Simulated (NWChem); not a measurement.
Ionisation of F2Ge

```
Ge
F 1 1.7471
F 1 1.7471 2 97.20
```
Charge 0, spin multiplicity 1.

Program: NWChem. The geometry was optimised at PBE0/def2-SVP, a minimum by its harmonic frequencies.

Basis set: def2-TZVP. The species with one electron less has spin multiplicity 2 and keeps the geometry of the parent. Δ marks differences of total energies (open shells unrestricted). −ε marks an orbital energy of the parent. That orbital need not have the symmetry of the hole or added electron in the Δ rows.

The Hamiltonian is non-relativistic. The structure started from a generated list of species. No SCF solution was tested for a lower state.

For the first vertical ionisation energy, −ε(HOMO) of HF gives 11.77 eV and ΔBP86 gives 11.56 eV. What do G0W0@BHandHLYP, ΔPBE, ΔPBE0 give?

G0W0@BHandHLYP: 11.50 eV; ΔPBE: 11.41 eV; ΔPBE0: 11.60 eV.
